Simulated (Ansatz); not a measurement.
Computed with Ansatz on PBE0-D4/def2-TZVP structures; ΔE is electronic, products minus reactants. CCSD(T)/CBS is the MP2 limit (def2-TZVPP, def2-QZVPP) plus CCSD(T) − MP2 in def2-TZVPP, frozen cores. This one scheme is used for every species. DFT in def2-TZVPP. One conformer a species, not always the lowest.

Reaction (ligand exchange at the Al–S bond): `N=[C](O)[AlH][SH]` + H–F → `N=[C](O)[AlH][F]` + H₂S

CCSD(T)/CBS gives -64.2 kJ/mol.

Question: Another level gave -58.5 kJ/mol. Which?
A. PBE-D4/def2-TZVPP
B. ωB97M-V/def2-TZVPP
C. HF/def2-TZVPP
D. PBE/def2-TZVPP

Answer: A. PBE-D4 -58.5, ωB97M-V -69.1, HF/def2-TZVPP -80.4, PBE -62.8 kJ/mol.

Largest T1 diagnostic among the species: 0.015.

In def2-TZVPP, CCSD(T) changes the Hartree–Fock value by +13.9 kJ/mol (the triples alone add +3.4 kJ/mol) and MP2 by +16.3 kJ/mol. The D4 term adds +6.8 kJ/mol with B3LYP and +3.8 kJ/mol with PBE0; it sums over pairs of atoms, weighted by their polarisabilities, and B3LYP, whose exchange is more repulsive, gets the larger term.

B3LYP here is the variant with VWN-RPA as its local correlation; programs differ in this.
